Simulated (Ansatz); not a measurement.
Geometry optimisation, RHF/def2-SVP (Ansatz).

The input (input.yaml):

```yaml
crystal:
  periodic: [false, false, false]
  atoms:
    - { symbol: Sn, position_ang: [0.0, 0.0, 0.0] }
    - { symbol: Cl, position_ang: [0.0, 0.0, 2.41] }
    - { symbol: H, position_ang: [1.6408, 0.0, -0.5794] }
    - { symbol: C, position_ang: [-1.0126, 1.7544, -0.716] }
    - { symbol: H, position_ang: [-2.0653, 1.5008, -0.9603] }
    - { symbol: H, position_ang: [-0.9943, 2.5391, 0.069] }
    - { symbol: H, position_ang: [-0.5023, 2.131, -1.6269] }
    - { symbol: O, position_ang: [-0.9232, -1.5994, -0.6527] }
    - { symbol: H, position_ang: [-1.3778, -2.065, 0.1197] }
basis:
  gaussian: { orbitals: def2-SVP }
hamiltonian:
  xc: hf
relax:
  f_tol: 0.02
  max_steps: 40
```

Launched with:

```bash
$ ansatz run input.yaml --threads 1 --pin off --max-ram 2048MiB --backend cpu --events-out ev --progress --plain --runs-dir out
```

Problem. Where does it end, and by what steps?

Solution. The forces met the threshold. After 16 steps the energy has fallen by 0.259 eV; H9 moved furthest, 0.48 Å.

| step | energy less start (eV) | largest force component (eV/Å) | accepted |
| --- | --- | --- | --- |
| 0 | 0.0000 | 2.916 | yes |
| 1 | -0.1731 | 0.576 | yes |
| 2 | -0.2356 | 0.237 | yes |
| 3 | -0.2433 | 0.162 | yes |
| 4 | -0.2452 | 0.097 | yes |
| 5 | -0.2450 | 0.474 | no |
| 6 | -0.2474 | 0.069 | yes |
| 7 | -0.2431 | 0.681 | no |
| 8 | -0.2494 | 0.068 | yes |
| 9 | -0.2507 | 0.212 | yes |
| 10 | -0.2540 | 0.077 | yes |
| 11 | -0.2539 | 0.177 | no |
| 12 | -0.2554 | 0.050 | yes |
| 13 | -0.2572 | 0.036 | yes |
| 14 | -0.2579 | 0.078 | yes |
| 15 | -0.2582 | 0.132 | yes |
| 16 | -0.2588 | 0.014 | yes |

```xyz
9
Properties=species:S:1:pos:R:3
Sn -0.030 0.058 0.004
Cl -0.032 0.086 2.369
H 1.585 -0.225 -0.451
C -1.018 1.805 -0.721
H -2.069 1.564 -0.876
H -0.935 2.608 0.011
H -0.581 2.130 -1.665
O -1.144 -1.465 -0.515
H -1.011 -2.300 -0.092
```

Whether the end is a true minimum wasn't checked by a vibrational analysis.

The run took 33 s on 1 thread of Intel(R) Xeon(R) 6975P-C (Granite Rapids), with other jobs on the host, peak memory 0.23 GiB.
